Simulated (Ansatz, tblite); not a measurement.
Cost and result up the ladder for the cluster GeS₂ (3 atoms). The state is a singlet with charge 0. Geometry: PBE0-D4/def2-TZVP.

```xyz
3

Ge    0.000    0.000    0.000
S    -1.214    1.579    0.122
S     1.214   -1.579   -0.122
```

Ansatz on 4 threads of Arm Neoverse V2 on a shared host; xTB runs through tblite on one thread. Times are rough, summed over both states, and most runs start from the orbitals of an earlier one. No level here is sound enough to serve as a yardstick. The other state is a doublet.

The xTB rows come from tblite. Correlated methods freeze 19 core orbitals; core or outer-core shells of Ge are correlated, in sets that lack core-valence functions. In CCSD on the charge 1 doublet the largest single amplitude is 0.19, so its Hartree–Fock determinant may place the open shell otherwise than the density functionals do. The structure comes from a short search, and lower isomers may exist.

Run but left out: HF/def2-TZVPP, MP2/def2-TZVPP (charge +1 doublet: ⟨S²⟩ 1.08, where a pure state has 0.75).

Correlated methods converge slowly with the basis.

Raw xTB energies of ions are shifted by several eV.

| level | functions | wall time |
| --- | --- | --- |
| GFN2-xTB | 27 | 0.004 s |
| GFN1-xTB | 27 | 0.005 s |
| r2SCAN-D4/def2-TZVP (with forces) | 122 | 10 s |
| CCSD(T)/def2-TZVPP | 132 | 11 s |

(1) Estimate what each level gives for the vertical IE (eV).

## Answers

(1) 
| level | vertical IE (eV) | remarks |
| --- | --- | --- |
| GFN2-xTB | 14.12 | – |
| GFN1-xTB | 15.24 | – |
| r2SCAN-D4/def2-TZVP (with forces) | 9.88 | – |
| CCSD(T)/def2-TZVPP | 9.91 | spin-contaminated (⟨S²⟩ 1.08) (+1 doublet) |
